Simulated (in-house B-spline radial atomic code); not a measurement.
**Ag: [Kr] 4d10 5s1**

Level of theory: non-relativistic HSE06, spin-polarised, spherical fractional occupations, exact exchange averaged over the configuration, point nucleus; calculated with a B-spline radial code for spherical atoms.

Screening seen three ways: the hydrogenic charge with the same mean radius, Z_r = [3n² - l(l+1)]/(2<r>), the one with the same energy, Z_e = n√(-2ε), and Slater's rules. Values are occupation-weighted means over spin.

| shell | electrons | ε (eV) | <r> (bohr) | Z_r | Z_e | Slater |
| --- | --- | --- | --- | --- | --- | --- |
| 1s | 2 | -24613 | 0.03239 | 46.31 | 42.53 | 46.70 |
| 2s | 2 | -3569.8 | 0.1404 | 42.73 | 32.40 | 42.85 |
| 2p | 6 | -3319.3 | 0.12 | 41.65 | 31.24 | 42.85 |
| 3s | 2 | -660.19 | 0.3805 | 35.48 | 20.90 | 35.75 |
| 3p | 6 | -558.8 | 0.3727 | 33.54 | 19.23 | 35.75 |
| 3d | 10 | -372.05 | 0.3453 | 30.41 | 15.69 | 25.85 |
| 4s | 2 | -92.829 | 0.9445 | 25.41 | 10.45 | 19.25 |
| 4p | 6 | -60.485 | 1.017 | 22.61 | 8.43 | 19.25 |
| 4d | 10 | -9.306 | 1.391 | 15.09 | 3.31 | 7.85 |
| 5s | 1 | -4.5578 | 3.346 | 11.21 | 2.89 | 3.70 |

The least bound orbital is 5s up at -4.558 eV, and it is also the most diffuse (<r> = 3.346 bohr).

The density falls to 0.001 bohr⁻³ at 4.282 bohr; Σ<r²> = 48.961 bohr² gives, by the non-relativistic formula and without the paramagnetism of open shells, a Langevin diamagnetic susceptibility of -38.78×10⁻⁶ cm³/mol.
